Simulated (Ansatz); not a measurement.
Molecule: C6H13O, net charge 0, doublet state. It need not be the lowest isomer of its formula. 
Coordinates optimised at B3LYP-D3(BJ)/def2-TZVP (Ansatz, a first-principles code):
SMILES: CC[CH]CCCO
```xyz
20

C      2.9422     0.5995    -0.2262
C      2.2600    -0.7732    -0.0944
C      1.2194    -0.8211     0.9696
C     -0.2283    -0.9696     0.6613
C     -0.8635     0.3013     0.0572
C     -2.3350     0.1081    -0.2781
O     -2.9520     1.2872    -0.7841
H      2.2179     1.3733    -0.4863
H      3.4127     0.8895     0.7153
H      3.7154     0.5805    -0.9976
H      1.8173    -1.0520    -1.0558
H      3.0392    -1.5199     0.1096
H      1.5203    -0.5969     1.9872
H     -0.7812    -1.2396     1.5653
H     -0.3722    -1.7915    -0.0527
H     -0.7613     1.1353     0.7555
H     -0.3190     0.5789    -0.8521
H     -2.8953    -0.1486     0.6228
H     -2.4521    -0.7251    -0.9839
H     -2.4952     1.5482    -1.5911
```
Charge 0, spin multiplicity 2.

Total electronic energies in hartree. Cores are frozen in the correlated levels unless marked. Open shells are spin-unrestricted. No spin-orbit coupling. Non-relativistic. CBS marks a two-point X^-3 extrapolation of the correlation energy; Hartree-Fock from the larger set. [CCSD(T)-MP2]/basis is that difference in the basis named.

```tsv
level	program	energy (Eh)
HF/cc-pVDZ	Ansatz	-309.61175
revPBE/def2-TZVPD	Ansatz	-311.64302
r2SCAN-D4/def2-TZVPD	Ansatz + dftd4	-311.56217
PBE0-D4/def2-TZVP	Ansatz + dftd4	-311.38096
PBE-QIDH/def2-TZVPD	Ansatz	-311.31893
MP2/6-31G	Ansatz	-310.10400
MP2/cc-pVDZ	Ansatz	-310.63150
RI-MP2/CBS(cc-pVTZ,cc-pVQZ)	Ansatz	-311.1261
RI-MP2/CBS(cc-pVTZ,cc-pVQZ)+[CCSD(T)-MP2]/cc-pVTZ	Ansatz	-311.2484
```

Totals of different functionals don't rank their quality; only differences between species are comparable.
